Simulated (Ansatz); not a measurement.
`O=C[SiH](O)[SnH3]`. The species carries charge 0 and has multiplicity 1. Sn: def2 effective core potential. The structure was optimised at the PBE0-D4/def2-TZVP level. It is one conformer, not always the lowest.

```xyz
11

O    -2.375    1.462    0.800
C    -1.540    1.327   -0.056
Si   -0.653   -0.326   -0.442
O    -1.456   -1.518    0.351
Sn    1.819   -0.098    0.265
H    -1.225    2.210   -0.668
H    -0.703   -0.490   -1.925
H    -1.060   -2.388    0.408
H     1.960    0.426    1.882
H     2.637    1.011   -0.743
H     2.597   -1.615    0.127
```

**Question.** What is the dipole moment at r2SCAN/def2-TZVPP? (Best estimate.)

**Answer.** Computed: 2.97 D, with components (2.03, -1.56, -1.50) D in this frame, pointing from negative to positive charge.

**Question.** And with PBE, B3LYP, ωB97M-V? (An estimate is asked.)

**Answer.** The calculation gave: PBE 2.82 D, B3LYP 3.05 D, ωB97M-V 3.04 D.

**Question.** Give the Mulliken charges with r2SCAN, B3LYP, PBE in def2-TZVPP. (Best estimate.)

**Answer.** Ansatz gave: 
```
atom  r2SCAN  B3LYP    PBE
  O1   -0.26  -0.23  -0.20
  C2    0.12   0.05   0.06
 Si3    0.38   0.37   0.28
  O4   -0.38  -0.36  -0.32
 Sn5    0.35   0.37   0.33
  H6    0.02   0.05   0.04
  H7   -0.10  -0.09  -0.09
  H8    0.20   0.19   0.19
  H9   -0.10  -0.11  -0.10
 H10   -0.11  -0.12  -0.10
 H11   -0.12  -0.12  -0.11
```

B3LYP here is the variant with VWN-RPA as its local correlation; programs differ in this.
